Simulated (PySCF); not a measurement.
# Computed structure and properties of [HfO(H2O)3]2+

System: [HfO(H2O)3]2+ (singlet); start: template (C2v). Method: PySCF 2.14.0, RKS r2SCAN, Hf def2-SVP with ECP60, O def2-SVP, H def2-SVP; non-relativistic Hamiltonian with scalar-relativistic core potentials where named; density fitting; no spin-orbit coupling.

Input of the relaxation:

```python
mol = gto.M(atom='''
Hf     0.05860     0.00000    -0.00000
O      1.67180     0.00000    -0.00000
O      0.05860     2.18000    -0.00000
H      0.05860     2.77000     0.77000
H      0.05860     2.77000    -0.77000
O     -2.12140     0.00000    -0.00000
H     -2.71140     0.00000     0.77000
H     -2.71140    -0.00000    -0.77000
O      0.05860    -2.18000     0.00000
H      0.05860    -2.77000     0.77000
H      0.05860    -2.77000    -0.77000''',
    basis={'Hf': 'def2-SVP', 'O': 'def2-SVP', 'H': 'def2-SVP'},
    ecp={'Hf': 'def2-SVP'},
    charge=2, spin=0)
mf = dft.RKS(mol, xc='R2SCAN')
mf.grids.atom_grid = (50, 194)
mf = mf.density_fit()  # fitting sets: Hf def2-universal-JKFIT, O def2-universal-JKFIT, H def2-universal-JKFIT
mf.conv_tol = 1e-08; mf.max_cycle = 55
mf.kernel(dm0)  # dm0: converged density of the start geometry
# quasi-Newton relaxation in Cartesian coordinates to a largest gradient under 0.00045 Eh/bohr, steps kept in the point group
```

Run from Python with OMP_NUM_THREADS=2; the lines above give its settings. Where DIIS fails, smearing, a level shift and second-order steps follow.
It took 66 s on 2 threads of AMD EPYC 7R43 64-Core Processor (Zen 3), with other jobs on the host, from the converged density of the start.

Course of the relaxation:

```
step  energy above end (eV)  largest force component within the symmetry (eV/Å)
   0                 0.9459                                               8.674
   1                 0.2753                                               4.055
   2                 0.1094                                               2.148
   3                 0.0228                                               0.913
   4                 0.0052                                               0.302
   5                 0.0012                                               0.127
   6                 0.0002                                               0.095
   7                 0.0000                                               0.044
   8                 0.0000                                               0.008
```

Relaxed geometry (C2v):

```xyz
11

Hf    0.1624    0.0000    0.0000
O     1.8862    0.0000    0.0000
O    -0.0128    2.2397    0.0000
H     0.1530    2.8204    0.7716
H     0.1530    2.8204   -0.7716
O    -2.2942    0.0000    0.0000
H    -2.9014    0.0000    0.7644
H    -2.9014    0.0000   -0.7644
O    -0.0128   -2.2397    0.0000
H     0.1530   -2.8204    0.7716
H     0.1530   -2.8204   -0.7716
```

```csv
contact,Å
Hf1–O2 (O),1.724
Hf1–O3 (H2O),2.247
Hf1–O6 (H2O),2.457
Hf1–O9 (H2O),2.247
```

On the finer grid (75, 302):

```yaml
HOMO: -16.75 eV
LUMO: -13.28 eV
Dipole_about_the_centre_of_mass: 7.12 D
Set_of_Mulliken_populations_of_Hf1_outside_the_core_potential: s 2.22, p 6.21, d 1.98, f 0.14
D3_BJ_dispersion_energy_not_in_the_energies: -0.050 eV
```

```csv
atom,Mulliken (e),Löwdin (e),spin (e)
Hf1,1.45,0.88,0.00
O2,-0.19,-0.02,0.00
O3,-0.33,0.05,0.00
H4,0.30,0.19,0.00
H5,0.30,0.19,0.00
O6,-0.35,-0.02,0.00
H7,0.27,0.16,0.00
H8,0.27,0.16,0.00
O9,-0.33,0.05,0.00
H10,0.30,0.19,0.00
H11,0.30,0.19,0.00
```

No frequency check is given for this geometry.

Rigid scan of O along the line from its metal:

distance to O2 (Å), energy (eV) and a bar:
```
     1.42      4.071 ##############################
     1.52      1.527 ###########
     1.62      0.325 ##
     1.72      0.000 
     1.82      0.231 ##
     1.92      0.796 ######
     2.02      1.544 ###########
     2.17      2.806 #####################
```

Taking off one H2O (charge 0, singlet; the rest: singlet) in vacuum, both parts rigid, costs 2.89 eV; the small basis without counterpoise inflates it. Parting with an electron moved from the ligand to the metal can be far cheaper, even downhill.

Rigid scan of H2O along the line from its metal:

distance to O3 (Å), energy (eV) and a bar:
```
     1.95      0.644 ##############################
     2.05      0.234 ###########
     2.15      0.046 ##
     2.25      0.000 
     2.35      0.044 ##
     2.45      0.143 #######
     2.65      0.421 ####################
```

One start shape was tried, so this needn't be the lowest isomer.
